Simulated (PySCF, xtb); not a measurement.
In(CF3)(F)2 (CF5In), SMILES [F][In]([F])[C](F)(F)F.

GFN2-xTB (xtb) at its own geometry gives an orbital gap of 2.47 eV and a dipole moment of 2.58 D.

Geometry: r2SCAN-D4/def2-SVP. The structure was generated by enumeration; whether it is a known compound was not checked. The def2 effective core potentials stand for the cores of In; spin–orbit coupling is left out.

What does PBE/def2-TZVP run with PySCF give? (An estimate is asked for; the answer gives what the named calculation found.)

gap 4.44 eV (levels -8.11 and -3.67 eV), dipole 2.06 D.
